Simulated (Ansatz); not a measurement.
Stepwise reaction of `FBB[SiH3]` with hydrogen fluoride, as a gas-phase model of exchange steps in deposition or etching. ΔE in kJ/mol; ΔG adds harmonic PBE0-D4 terms to CCSD(T)/CBS, at 1 bar.

Isolated molecules relaxed with PBE0-D4/def2-TZVP in Ansatz; ΔE leaves out vibrations. CBS: MP2 limit from def2 TZ/QZ plus the TZ coupled-cluster correction, frozen cores. This one scheme is used for every species. DFT in def2-TZVPP. B3LYP here is the variant with VWN-RPA as its local correlation; programs differ in this. One conformer a species, not always the lowest.

| step | reaction | PBE-D4 | B3LYP-D4 | ωB97M-V | CCSD(T)/CBS | ΔG(600 K) |
| --- | --- | --- | --- | --- | --- | --- |
| 2 | `FB[SiH3]` + H–F → `F[SiH3]` + `BF` | -131.2 | -155.5 | -157.2 | -153.1 | -144.9 |

Give the row of step 1, `FBB[SiH3]` + H–F → `FB[SiH3]` + `BF`. (Best estimate.)

The calculation gave: 
```json
{"step": "1", "reaction": "`FBB[SiH3]` + H–F → `FB[SiH3]` + `BF`", "PBE-D4": "-137.6", "B3LYP-D4": "-151.3", "ωB97M-V": "-152.6", "CCSD(T)/CBS": "-144.8", "ΔG(600 K)": "-148.8"}
```

By hand: ΔE of the 2 steps together at CCSD(T)/CBS.

(-144.8) + (-153.1) = -297.9 kJ/mol, or -148.9 kJ/mol a step.

In ΔE each step is lower than the one before. All are downhill at CCSD(T)/CBS. ΔG lies between -148.8 and -144.9 kJ/mol a step. PBE-D4 differs from CCSD(T)/CBS by 7.2 to 21.9 kJ/mol a step. Isolated molecules leave out the surface, adducts and barriers. Largest T1 diagnostic: 0.014.
